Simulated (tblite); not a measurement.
Species: C6H11GeNSi.
Structure used (GFN2-xTB), in Å, numbered top down from 1:
```xyz
20
C6H11GeNSi angstrom
Si    -2.0475    1.4368   -0.4738
C     -1.2235    0.0640    0.5623
Ge    -1.8101   -1.7340   -0.0320
C      0.2347    0.0685    0.3438
C      1.1149    1.0000    0.8916
C      2.4583    0.9021    0.5873
C      2.8861   -0.1133   -0.2587
C      1.9408   -0.9958   -0.7505
N      0.6553   -0.9105   -0.4529
H     -1.4805    2.7253   -0.0587
H     -3.4861    1.4168   -0.2085
H     -1.7699    1.2189   -1.8926
H     -1.4622    0.2515    1.6106
H     -1.0482   -2.8204    0.6551
H     -1.7620   -1.9291   -1.5069
H     -3.2592   -1.9188    0.3594
H      0.7428    1.7747    1.5457
H      3.1665    1.6056    1.0014
H      3.9271   -0.2193   -0.5208
H      2.2175   -1.8121   -1.4047
```

Computed values, GFN2-xTB/tblite, gas phase, harmonic and unscaled. This tight-binding method is rough: wavenumbers can miss measured ones by several per cent, in bad cases by 10 to 20. Modes of hydrogen on germanium and silicon can be 10 to 20 % off. One conformer, not necessarily the lowest.

Harmonic wavenumbers (cm⁻¹): 52.4, 87.0, 110.3, 124.9, 136.1, 212.8, 256.8, 291.3, 375.9, 460.7, 470.0, 495.7, 511.0, 520.4, 597.5, 610.7, 672.7, 705.1, 746.8, 759.8, 774.2, 783.9, 792.7, 810.1, 845.9, 879.8, 884.8, 891.1, 914.6, 933.9, 1010.7, 1024.0, 1092.3, 1124.3, 1142.0, 1165.3, 1251.8, 1268.2, 1296.4, 1418.7, 1441.1, 1561.5, 1590.0, 1916.3, 2030.0, 2093.6, 2228.9, 2265.1, 2275.3, 2938.0, 3059.5, 3069.8, 3084.0, 3097.9.

A = 1513, B = 701.1, C = 527.5 MHz; mass 198.987 u (most abundant isotopes); point group C1, symmetry number 1.

Task: Zero-point energy?

Result: ½Σν̃ = 30577 cm⁻¹ = 365.78 kJ/mol.

Task: Entropy at 400 K, 1 bar (ideal gas, RRHO, classical rotation)?

Result: Translation 180.98, rotation 132.24, vibration 183.88: S = 497.1 J/(mol K).

Task: And Cp and H(400 K) − H(0)?

Result: Cp = 235.41 J/(mol K), of which vibrations give 202.16 (their classical limit is 54 R = 449.0); H(400 K) − H(0) = 53.00 kJ/mol without the zero-point energy, 39.70 from vibrations.

Task: What must be added to the electronic energy to get the Gibbs energy at 400 K and 1 bar?

Result: ZPE + [H(400 K) − H(0)] − T·S = 365.78 + 53.00 − 198.84 = 219.94 kJ/mol.

Task: How do the functions run with temperature in this model?

Result: 
```tsv
T (K)	S (J/(mol K))	Cp (J/(mol K))	H − H(0) (kJ/mol)	G − H(0) (kJ/mol)	ln q(vib)
50	255.9	55.9	2.08	-10.72	0.43
100	302.5	80.3	5.51	-24.74	1.63
298.15	435.4	185.5	31.48	-98.33	7.17
373.15	481.2	223.2	46.84	-132.71	9.38
500	554.0	274.8	78.59	-198.43	13.17
750	679.4	342.4	156.48	-353.10	20.44
1000	784.1	383.7	247.65	-536.42	27.18
```

q(vib) and H(0) count from the zero-point level.

Hindered rotation and anharmonicity are outside this model. Other conformers, if any are populated, would add a mixing term that is left out. The structure is chiral; the term R ln 2 for an equal mix with its mirror image is left out.
